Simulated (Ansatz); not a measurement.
`C[SiH](Cl)CCl` + dimethyl ether → `COCCCl` + `C[SiH2]Cl`  (formal exchange of groups at a C–Si bond)

Calculated with Ansatz (gas phase, PBE0-D4/def2-TZVP geometries, no zero-point term in ΔE). CCSD(T)/CBS is the MP2 limit (def2-TZVPP, def2-QZVPP) plus CCSD(T) − MP2 in def2-TZVPP, frozen cores. Functionals use def2-TZVPP. B3LYP here is the variant with VWN-RPA as its local correlation; programs differ in this. Each species was taken in one conformer, which may not be the lowest.

**Question.** Is it downhill or uphill in electronic energy at CCSD(T)/CBS, and by how much? (Estimate.)

**Answer.** Ansatz gave: Uphill: ΔE = +6.9 kcal/mol.

**Question.** What do these levels give: PBE-D4, r2SCAN-D4, PBE0-D4, B3LYP-D4, PBE0, B3LYP, HF/def2-TZVPP, MP2/def2-TZVPP, CCSD/def2-TZVPP, HF/def2-QZVPP, SCS-MP2/def2-QZVPP, MP2/CBS(def2)? (Best estimate.)

**Answer.** Ansatz gave: PBE-D4 7.7, r2SCAN-D4 7.6, PBE0-D4 7.4, B3LYP-D4 7.6, PBE0 6.9, B3LYP 6.6, HF/def2-TZVPP 5.0, MP2/def2-TZVPP 7.2, CCSD/def2-TZVPP 6.3, HF/def2-QZVPP 5.0, SCS-MP2/def2-QZVPP 6.7, MP2/CBS(def2) 7.6 kcal/mol.

Largest T1 diagnostic among the species: 0.010.

The D4 term adds +1.0 kcal/mol with B3LYP and +0.6 kcal/mol with PBE0; it sums over pairs of atoms, weighted by their polarisabilities, and B3LYP, whose exchange is more repulsive, gets the larger term. In def2-TZVPP, CCSD(T) changes the Hartree–Fock value by +1.5 kcal/mol (the triples alone add +0.2 kcal/mol) and MP2 by +2.2 kcal/mol.
